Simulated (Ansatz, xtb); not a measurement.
C5H7NS: 5 structures ranked

5 gas-phase structures of C5H7NS, from a drawn sample of its isomers (lower ones may exist). Each was relaxed with GFN2-xTB; where two conformers were screened, the lower at r2SCAN-D4/def2-SVP is listed:

A. `CCc1cnsc1`, a singlet
B. `N#CCC[C@@H]1CS1`, a singlet
C. `C[C@@H](C#N)[C@@H]1CS1`, a singlet
D. `N#CCC1CSC1`, a singlet
E. `[H]/N=C/C1=CCCS1`, a singlet

Question: Which do you expect lowest at r2SCAN-D4/def2-SVP, and how would the others follow?

Answer: Calculated order at r2SCAN-D4/def2-SVP: A (0.0), B (16.3), E (16.8), C (16.9), D (20.8) kcal/mol. Less than 1 kcal/mol parts B and E; E and C, so the order within those pairs means little.

Energies above the lowest of each column, in kcal/mol; the last columns are at PBE0-D3(BJ)/def2-SVP geometries and were run for some of them only (a dash: not run or not comparable):

```tsv
structure	GFN2-xTB	HF/STO-3G	r2SCAN-D4/def2-SVP	PBE0-D3(BJ)/def2-SVP	CCSD(T)/def2-SVP + ΔMP2/def2-TZVPP
A	0.0	2.6	0.0	0.0	0.0
B	28.4	15.3	16.3	14.7	12.0
E	26.3	22.6	16.8	15.1	16.7
C	28.7	15.0	16.9	15.6	–
D	27.2	0.0	20.8	–	–
```

CCSD(T)/def2-SVP + ΔMP2/def2-TZVPP puts A lowest of those it was run on; HF/STO-3G picks D. Flexible structures stand in one conformer each, not always the lowest. Frequencies (GFN2-xTB) were run for A, B, E alone. The ΔMP2 step shifts differences by up to 4.7 kcal/mol, which makes them less sure. ΔMP2 is the change of the MP2 energy from the smaller to the larger basis.

Over these structures GFN2-xTB departs from r2SCAN-D4/def2-SVP by 3.8 kcal/mol on average once a common shift is removed. A GFN2-xTB relaxation took about 0.075 s and the r2SCAN-D4/def2-SVP energy about 1.8 s on a shared host (Ansatz 0.2.0, xtb 6.7.1).
